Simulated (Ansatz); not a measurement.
Stepwise reaction of `[SiH3]N([SiH3])B(Cl)Cl` with hydrogen, as a gas-phase model of exchange steps in deposition or etching. ΔE in kJ/mol; ΔG adds harmonic PBE0-D4 terms to CCSD(T)/CBS, at 1 bar.

Calculated with Ansatz (gas phase, PBE0-D4/def2-TZVP geometries, no zero-point term in ΔE). CCSD(T)/CBS is the MP2 limit (def2-TZVPP, def2-QZVPP) plus CCSD(T) − MP2 in def2-TZVPP, frozen cores. This one scheme is used for every species. DFT in def2-TZVPP. B3LYP here is the variant with VWN-RPA as its local correlation; programs differ in this. Each species was taken in one conformer, which may not be the lowest.

| step | reaction | PBE-D4 | B3LYP-D4 | ωB97M-V | CCSD(T)/CBS | ΔG(600 K) |
| --- | --- | --- | --- | --- | --- | --- |
| 1 | `[SiH3]N([SiH3])B(Cl)Cl` + H₂ → `[SiH3]N([SiH3])BCl` + HCl | 61.0 | 54.8 | 56.6 | 54.6 | 44.0 |

Q: Give the row of step 2, `[SiH3]N([SiH3])BCl` + H₂ → `BN([SiH3])[SiH3]` + HCl. (Best estimate.)

A: The calculation gave: 
| step | reaction | PBE-D4 | B3LYP-D4 | ωB97M-V | CCSD(T)/CBS | ΔG(600 K) |
| --- | --- | --- | --- | --- | --- | --- |
| 2 | `[SiH3]N([SiH3])BCl` + H₂ → `BN([SiH3])[SiH3]` + HCl | 83.7 | 77.3 | 78.7 | 77.5 | 64.4 |

Q: By hand: ΔE of the 2 steps together at CCSD(T)/CBS.

A: (54.6) + (77.5) = 132.1 kJ/mol, or 66.0 kJ/mol a step.

In ΔE each step is higher than the one before. All are uphill at CCSD(T)/CBS. ΔG lies between 44.0 and 64.4 kJ/mol a step. PBE-D4 differs from CCSD(T)/CBS by 6.2 to 6.4 kJ/mol a step. Only this route is followed, and other bonds may react first. Isolated molecules leave out the surface, adducts and barriers. Largest T1 diagnostic: 0.013.
